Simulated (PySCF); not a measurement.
Pt(Cl)2(CO)2 (C2Cl2O2Pt), SMILES [O+]#[C-]->[Pt]([Cl])([Cl])<-[C-]#[O+], multiplicity 1.

Geometry optimised at PBE0-D3(BJ)/def2-SVP. The multiplicity is an assumed one; other spin states were not compared. The isomer is the one that the SMILES or the coordinates give; other isomers of the formula were not compared. The def2 effective core potentials stand for the cores of Pt; spin–orbit coupling is left out.

All values below come from ωB97X/def2-TZVP (PySCF).

Question: Estimate the frontier levels, gap, dipole moment and polarisability. (The exact figures need the calculation; the answer reports its results.)

Answer: 
```json
{
 "highest_occupied_level": "-10.05 eV",
 "lowest_empty_level": "-1.24 eV",
 "orbital_gap": "8.82 eV",
 "dipole_moment": "0.00 D",
 "quadrupole, principal values (traceless, Buckingham form, about the centre of nuclear charge)": "-17.68, 3.30, 14.37 D·Å",
 "mean_static_polarisability": "85.7 bohr³ (12.70 Å³)",
 "polarisability_principal_values": "52.8, 98.9, 105.3 bohr³"
}
```
